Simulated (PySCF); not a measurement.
How methods differ on the ionisation energy of Kr¹¹⁺

Kr¹¹⁺ [Ar] 3d7 (4F) → Kr¹²⁺ [Ar] 3d6 (5D), as a difference of total energies. Computed with PySCF 2.14 in an even-tempered Gaussian basis (20 s from 0.59 bohr⁻², ratio 2.5; 13 p from 0.76 bohr⁻², ratio 2.5; 9 d from 0.76 bohr⁻², ratio 2.5; 4 f from 4.8 bohr⁻², ratio 2.7; 4 g from 7.3 bohr⁻², ratio 2.7), with scalar relativity by spin-free X2C-1e. Correlated levels: outer shells: [Ne] frozen; virtual orbitals above 40 to 60 times the deepest correlated orbital energy dropped. The calculations carry no spin-orbit coupling.

```
                method  ionisation energy (eV)
                   UHF                  348.50
                   LDA                  350.42
                   PBE                  350.39
                  PBE0                  350.37
                r2SCAN                  350.64
    MP2 (outer shells)                  349.97
SCS-MP2 (outer shells)                  350.07
```

**Question.** How much does correlation contribute at MP2 (outer shells)?

**Answer.** 349.97 − (348.50) = 1.47 eV, measured against UHF.

A first-order spin-orbit estimate (lowest level to lowest level, LS coupling) adds 0.254 eV.

For comparison: 350 ± 3 eV (theoretical estimate listed by NIST; NIST Atomic Spectra Database, ionization energies).
